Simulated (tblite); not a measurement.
C8H12FN.
Geometry (GFN2-xTB, Å), atoms numbered from 1 in this order:
```xyz
22
C8H12FN angstrom
C     -2.060   -0.875    0.730
C     -1.187    0.212    0.106
C     -1.887    0.837   -1.099
C      0.158   -0.371   -0.317
C      1.106   -0.874    0.789
C      2.275   -0.120    0.115
C      3.080    0.701    0.971
N      3.683    1.372    1.674
C      1.243    0.621   -0.763
F      1.531    0.622   -2.101
H     -2.236   -1.678    0.018
H     -3.022   -0.460    1.021
H     -1.586   -1.295    1.614
H     -1.007    0.991    0.856
H     -1.258    1.594   -1.562
H     -2.820    1.304   -0.795
H     -2.108    0.076   -1.844
H      0.008   -1.125   -1.092
H      1.230   -1.950    0.873
H      0.864   -0.458    1.766
H      2.912   -0.767   -0.492
H      1.070    1.661   -0.471
```

Computed with GFN2-xTB (tblite): harmonic, unscaled wavenumbers at the GFN2-xTB geometry, gas phase. Errors from tens to a few hundred cm⁻¹ against measured bands are possible. One conformer, not necessarily the lowest.

Harmonic wavenumbers (cm⁻¹): 41.8, 67.3, 129.6, 150.4, 196.9, 203.8, 222.7, 272.2, 297.4, 337.0, 417.8, 438.3, 477.6, 533.4, 548.6, 621.7, 847.2, 868.2, 944.3, 950.9, 983.0, 990.6, 1032.9, 1052.2, 1055.0, 1078.8, 1095.3, 1112.0, 1124.5, 1157.3, 1175.4, 1180.1, 1211.9, 1219.4, 1231.4, 1267.1, 1287.9, 1315.8, 1321.1, 1362.6, 1411.0, 1424.1, 1470.0, 1494.4, 1496.7, 1505.2, 1506.5, 2405.0, 2921.4, 2946.3, 2973.3, 2974.8, 3016.5, 3030.3, 3031.5, 3036.8, 3038.2, 3042.0, 3046.0, 3047.9.

A = 2083, B = 828.8, C = 690.3 MHz; mass 141.095 u (most abundant isotopes); point group C1, symmetry number 1.

Problem. What is the zero-point energy?

Solution. Half the sum of the wavenumbers: 40320 cm⁻¹ = 115.28 kcal/mol.

Problem. Entropy at 350 K, 1 bar (ideal gas, RRHO, classical rotation)?

Solution. Translation 41.57, rotation 30.46, vibration 36.95: S = 109.0 cal/(mol K).

Problem. And Cp and H(350 K) − H(0)?

Solution. Cp = 47.07 cal/(mol K), of which vibrations give 39.12 (their classical limit is 60 R = 119.2); H(350 K) − H(0) = 9.61 kcal/mol without the zero-point energy, 6.83 from vibrations.

Problem. How do the functions run with temperature in this model?

Solution. 
```csv
T (K),S (cal/(mol K)),Cp (cal/(mol K)),H − H(0) (kcal/mol),G − H(0) (kcal/mol),ln q(vib)
150,79.9,25.3,2.45,-9.54,3.14
250,95.2,35.6,5.48,-18.31,5.96
298.15,101.9,41.1,7.33,-23.06,7.31
400,115.6,52.7,12.11,-34.14,10.17
600,140.8,71.5,24.65,-59.82,15.77
900,173.6,89.8,49.08,-107.12,23.87
```

q(vib) and H(0) count from the zero-point level.

Problem. Which modes carry the vibrational entropy at 350 K?

Solution. 41.8 cm⁻¹: 5.49; 67.3 cm⁻¹: 4.55; 129.6 cm⁻¹: 3.26; 150.4 cm⁻¹: 2.97; 196.9 cm⁻¹: 2.46; 203.8 cm⁻¹: 2.40 cal/(mol K); the other 54 give 15.82 together.

Problem. Blend soft modes into free rotors: weight 1/[1 + (100 cm⁻¹/ν̃)⁴] for the oscillator and the rest for a rotor with moment μB/(μ + B), μ = h/(8π²ν), B = 10⁻⁴⁴ kg m². What vibrational entropy results?

Solution. 34.25 cal/(mol K) in place of 36.95, which changes −T·S at 350 K by +0.94 kcal/mol.

Problem. What must be added to the electronic energy to get the Gibbs energy at 350 K and 1 bar?

Solution. ZPE + [H(350 K) − H(0)] − T·S = 115.28 + 9.61 − 38.14 = 86.75 kcal/mol.

Hindered rotation and anharmonicity are outside this model. Other conformers, if any are populated, would add a mixing term that is left out. The structure is chiral; the term R ln 2 for an equal mix with its mirror image is left out.
